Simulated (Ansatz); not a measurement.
CH4FSeSi (`C[Se][SiH]F`) radical, relaxed with UKS PBE0-D4/def2-TZVP in Ansatz from a PBE-D4/def2-SVP geometry. The force threshold is 0.005 eV/Å; the program also tests the step.

Charge 0, multiplicity 2.

Start:

```xyz
8

C    -0.413    0.952   -0.957
Se   -0.604   -1.005   -0.713
Si    0.923   -1.209    0.976
F     0.625   -0.069    2.137
H    -0.337    1.442    0.031
H     0.474    1.173   -1.578
H    -1.330    1.293   -1.473
H     0.661   -2.577    1.577
```

| step | energy (eV) | largest force (eV/Å) | largest move (Å) |
| --- | --- | --- | --- |
| 1 | -77034.4458 | 1.176 | 0.000 |
| 2 | -77034.4919 | 0.766 | 0.043 |
| 3 | -77034.5018 | 0.453 | 0.083 |
| 4 (rejected) | -77034.4734 | 0.679 | 0.115 |
| 5 | -77034.5116 | 0.094 | 0.036 |
| 6 | -77034.5132 | 0.040 | 0.029 |
| 7 | -77034.5153 | 0.112 | 0.063 |
| 8 | -77034.5171 | 0.077 | 0.076 |
| 9 | -77034.5174 | 0.151 | 0.073 |
| 10 | -77034.5186 | 0.052 | 0.021 |
| 11 | -77034.5186 | 0.117 | 0.036 |
| 12 (rejected) | -77034.5175 | 0.183 | 0.025 |
| 13 | -77034.5191 | 0.022 | 0.012 |
| 14 | -77034.5191 | 0.016 | 0.011 |
| 15 | -77034.5192 | 0.009 | 0.007 |
| 16 | -77034.5192 | 0.005 | 0.011 |

End:

```xyz
8

C    -0.438    0.972   -0.973
Se   -0.776   -0.903   -0.515
Si    0.886   -1.177    0.978
F     0.729   -0.220    2.260
H    -0.519    1.593   -0.084
H     0.545    1.072   -1.428
H    -1.208    1.252   -1.689
H     0.782   -2.589    1.451
```

It took 2.2 min on 2 threads of a server CPU on a shared host, with 0.61 GiB of host memory at the peak.
